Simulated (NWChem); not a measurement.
# C$_{3}$H$_{7}$Br; SMILES CC(C)Br

Computed with NWChem. Pople sets run with spherical d functions. Structure relaxed at the PBE0/def2-SVP level. Computed dipoles belong to the equilibrium geometry; the measured one is vibrationally averaged.

Measured dipole moment: 2.21 D (NIST CCCBDB, as tabulated in the package chemicals).

Which of these levels lies farthest from the measured value, and how do the others fare: B3LYP/STO-3G; B3LYP/def2-SVPD; B3LYP/3-21G; B3LYP/def2-SVP; B3LYP/aug-cc-pVTZ; B3LYP/def2-TZVP; B3LYP/6-31G*?

B3LYP/STO-3G.
```
level              dipole moment (D)  computed − measured
-----------------  -----------------  -------------------
B3LYP/STO-3G                    1.73                -0.48
B3LYP/3-21G                     2.05                -0.16
B3LYP/6-31G*                    2.36                +0.15
B3LYP/def2-SVP                  2.06                -0.15
B3LYP/def2-SVPD                 2.29                +0.08
B3LYP/def2-TZVP                 2.26                +0.05
B3LYP/aug-cc-pVTZ               2.29                +0.08
```
